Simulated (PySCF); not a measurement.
**[La3]− at several levels of theory**

Computed with PySCF 2.14.0 (density fitting, no spin-orbit coupling) at the geometry relaxed with r2SCAN:

```xyz
3
[La3]− (triplet)
La    1.9613    0.0927    0.0000
La   -0.8982    1.5346    0.0000
La   -1.0631   -1.6273    0.0000
```

| level | basis | state | HOMO (eV) | gap (eV) | charge on La1 (e) | population of f-type functions on La1 (core shells left out) | dipole about the centre of mass (D) | largest force component (eV/Å) |
| --- | --- | --- | --- | --- | --- | --- | --- | --- |
| r2SCAN | La def2-SVP with ECP46 | triplet | 0.31 | 0.57 | -0.43 | 0.02 | 2.18 | 0.01 |
| PBE0 | the same | triplet | 0.02 | 1.29 | -0.34 | 0.02 | 1.67 | 0.16 |
| r2SCAN | La def2-TZVP with ECP46 | triplet | 0.33 | 0.52 | -0.38 | 0.02 | 1.16 | 0.22 |

HOMO and gap are taken over both spins. Charges are Mulliken's, which hang on the basis. The relaxation used the grid (50, 194), these runs (75, 302) or, all-electron (x2c bases, spin-free X2C Hamiltonian), (99, 590).

A further run in the first row's basis gives HOMO (eV) -1.00, gap (eV) 2.61, charge on La1 (e) -0.32, population of f-type functions on La1 (core shells left out) 0.03, dipole about the centre of mass (D) 1.05, largest force component (eV/Å) 0.39. Which level was it?
A. TPSS
B. HF
C. wB97X

C. The others give HOMO -1.27 eV (HF); 0.52 eV (TPSS).

No frequency check is given that shows the relaxed geometry to be a minimum. The relaxed state is spin-contaminated (spin squared 3.51 against 2.00). Open shells may have lower solutions than the one found.

The highest filled level of some runs lies above zero, as often for anions with such functionals and bases.

A gap near or under zero over both spins lies within a partly filled shell and is no excitation energy.

Some runs are spin-contaminated.
